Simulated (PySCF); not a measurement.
A structure optimised at PBE-D3(BJ)/def2-SVP, used in a PySCF frequency run:

```xyz
12

Al     0.8594    -0.3806     0.0000
H      2.4438    -0.3755     0.0000
Cl    -0.2549    -2.1873     0.0000
N     -0.0632     1.1534     0.0000
C     -1.5120     1.2503     0.0000
C      0.6022     2.4443     0.0000
H     -1.8885     1.7985    -0.8967
H     -1.8885     1.7985     0.8967
H     -1.9716     0.2419     0.0000
H      0.3309     3.0519     0.8968
H      0.3309     3.0519    -0.8968
H      1.7056     2.3230     0.0000
```
Charge 0, spin multiplicity 1.

### Question
Write its SMILES, formula and point group.

### Answer
C[N](C)[AlH][Cl], C2H7AlClN, Cs

### Question
What are its rotational constants (standard atomic weights)?

### Answer
6.5150, 1.6058, 1.3099 GHz
